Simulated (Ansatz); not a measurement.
C2H8N2Zn (`C[N](C)[Zn][NH2]`) from Hartree–Fock to CCSD(T)

```xyz
13

C     0.8563   -1.4911   -0.2734
N     0.1974   -0.3232    0.2432
C     0.2200   -0.2735    1.6787
Zn   -0.5727    0.9362   -0.7937
N    -1.3078    2.1300   -1.9377
H     0.3854   -2.4216    0.0848
H     1.9153   -1.5346    0.0305
H     0.8312   -1.5147   -1.3658
H    -0.2810   -1.1464    2.1291
H    -0.2839    0.6200    2.0560
H     1.2492   -0.2602    2.0742
H    -2.3124    2.2285   -1.9372
H    -0.8969    3.0506   -1.9886
```

Charge 0, multiplicity 1. For Zn the d shell is correlated and the shells below it are frozen. Scalar relativity is left out up to krypton. Geometry: relaxed with PBE0-D4/def2-TZVP. It is one conformer, not always the lowest. Frozen core, restricted reference, the Gaussian-basis code of Ansatz.

| basis | HF (Eh) | MP2 corr. |
| --- | --- | --- |
| def2-SVP | -1966.68873 | -0.94240 |
| def2-TZVPP | -1967.15474 | -1.30343 |
| def2-QZVPP | -1967.20662 | -1.39179 |

Estimate the CCSD correlation energy and the (T) correction in each basis where they were run (hartree).


```
     basis  CCSD corr.       (T)
  def2-SVP    -0.96739  -0.02731
def2-TZVPP    -1.28825  -0.04769
```
